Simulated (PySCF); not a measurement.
BH5O4Ti, SMILES B[O][Ti]([OH])([OH])[OH], multiplicity 1.

Geometry: r2SCAN-D4/def2-SVP. The spin state was assumed, not searched. Other conformers were not sampled.

Two levels are set side by side: PBE/def2-TZVP (PySCF) and r2SCAN/def2-TZVP (PySCF). Same geometry, gas phase. Differences are taken from unrounded values.

| quantity | r2SCAN |
|---|---|
| orbital gap (eV) | 4.03 |
| highest occupied level (eV) | -6.56 |
| lowest empty level (eV) | -2.53 |
| dipole moment (D) | 3.18 |
| mean polarisability (bohr³) | 66.7 |

Task: What does PBE give, and how far is it from r2SCAN? (The exact figures need the calculation; the answer reports its results.)

Result: 
| quantity | PBE | PBE minus r2SCAN |
|---|---|---|
| orbital gap (eV) | 3.60 | -0.43 |
| highest occupied level (eV) | -6.25 | 0.31 |
| lowest empty level (eV) | -2.64 | -0.12 |
| dipole moment (D) | 3.22 | 0.05 |
| mean polarisability (bohr³) | 69.5 | 2.8 |

Rough cost on one machine, each run with all the roots and properties that it gave: r2SCAN against PBE about 2 times.
